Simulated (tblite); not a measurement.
Compound: C₃H₇ClO₃Si.
Atom-mapped SMILES: `[OH:1][Si@H:2]1[O:3][CH2:4][C@H:5]([Cl:6])[CH2:7][O:8]1` (hydrogens: H9 on O1; H10 on Si2; H11, H12 on C4; H13 on C5; H14, H15 on C7)

Geometry (GFN2-xTB, Å), atoms numbered from 1 in this order:
```
atom  x, y, z in Å
O1    -2.9244    0.6435   -0.1985
Si2   -1.5961   -0.2491   -0.2885
O3    -0.5137    0.4114   -1.3244
C4     0.8508    0.1576   -1.1655
C5     1.2754    0.3851    0.2830
Cl6    3.0195    0.1096    0.4346
C7     0.5320   -0.5511    1.2326
O8    -0.8462   -0.3341    1.1642
H9    -2.9021    1.5604    0.0673
H10   -2.0542   -1.5473   -0.7402
H11    1.3933    0.8360   -1.8316
H12    1.0791   -0.8758   -1.4548
H13    1.0748    1.4236    0.5615
H14    0.7632   -1.5916    0.9724
H15    0.8443   -0.3703    2.2661
```

Computed with GFN2-xTB (tblite): harmonic, unscaled wavenumbers at the GFN2-xTB geometry, gas phase. This tight-binding method is rough: wavenumbers can miss measured ones by several per cent, in bad cases by 10 to 20. Modes of hydrogen on silicon can be 10 to 20 % off. One conformer, not necessarily the lowest.

Problem. How many normal modes are there?

Solution. 15 atoms, non-linear: 3N − 6 = 39.

Problem. What is the point group of the computed structure, and how do the modes divide by symmetry?

Solution. Cs. The vibrations span 23 a′ + 16 a″.

Problem. How many distinct wavenumbers does the calculation give?

Solution. 39: Cs has no degenerate species.

Problem. How many fundamentals are allowed in the infrared by symmetry?

Solution. 39 of 39: in Cs every mode is allowed. All fundamentals are allowed in the Raman spectrum.

Problem. Zero-point energy?

Solution. Half the sum of the wavenumbers, 23022 cm⁻¹, or 275.4 kJ/mol from 39 modes; those above 1550 cm⁻¹ give 123.8 kJ/mol of it.

Problem. How far is the lowest real mode excited at 500 K, as a harmonic oscillator?

Solution. θ = hcν̃/k = 106 K for 73.5 cm⁻¹, so N1/N0 = 0.81 and ⟨v⟩ = 1/(exp(θ/T) − 1) = 4.2.

Time: 0.95 s of wall time. Hardware: one thread, Arm Neoverse N1 (aarch64), shared host with 64 logical CPUs at a one-minute load of 61. This covers the Hessian and the dipole derivatives.
